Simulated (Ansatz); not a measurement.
Geometry optimisation, UKS PBE/def2-SVP (Ansatz).

Input:

```yaml
crystal:
  periodic: [false, false, false]
  atoms:
    - { symbol: W, position_ang: [-0.013925, 0.030546, -0.408175] }
    - { symbol: H, position_ang: [-0.01035, 0.469832, 2.480778] }
    - { symbol: F, position_ang: [1.904307, 0.047319, -0.480127] }
    - { symbol: O, position_ang: [-0.071096, 1.792884, 0.26193] }
    - { symbol: H, position_ang: [-0.948419, 2.235636, 0.26101] }
    - { symbol: F, position_ang: [-1.93019, 0.045765, -0.352612] }
    - { symbol: F, position_ang: [0.008611, -1.634055, 0.437821] }
    - { symbol: O, position_ang: [0.060636, 0.128931, -2.291089] }
    - { symbol: H, position_ang: [0.98176, 0.264024, -2.617657] }
    - { symbol: H, position_ang: [-0.087835, -0.221382, 2.681022] }
magnetization:
  spin_polarized: true
  initial_magnetization: 1
basis:
  gaussian: { orbitals: def2-SVP }
hamiltonian:
  xc: pbe
relax:
  f_tol: 0.03
  max_steps: 50
```

Run as:

```bash
$ ansatz run input.yaml --threads 4 --pin off --max-ram 5120MiB --backend cpu --events-out ev --progress --plain --runs-dir out
```

Problem. Where does it end, and by what steps?

Solution. The forces met the threshold. After 5 steps the energy has fallen by 0.056 eV; H2 moved furthest, 0.35 Å.

| step | energy less start (eV) | largest force component (eV/Å) | accepted |
| --- | --- | --- | --- |
| 0 | 0.0000 | 1.691 | yes |
| 1 | -0.0475 | 0.143 | yes |
| 2 | -0.0500 | 0.068 | yes |
| 3 | -0.0499 | 0.121 | no |
| 4 | -0.0542 | 0.038 | yes |
| 5 | -0.0561 | 0.026 | yes |

```xyz
10
Properties=species:S:1:pos:R:3
W -0.003 0.020 -0.504
H -0.018 0.503 2.833
F 1.911 0.083 -0.583
O -0.059 1.759 0.234
H -0.957 2.158 0.255
F -1.918 0.113 -0.512
F 0.000 -1.592 0.429
O 0.063 0.106 -2.388
H 0.970 0.262 -2.741
H -0.097 -0.253 2.949
```

Whether the end is a true minimum wasn't checked by a vibrational analysis.

Time of the run: 25 s on 4 threads of Arm Neoverse V1, on a shared host, peak memory 0.23 GiB.
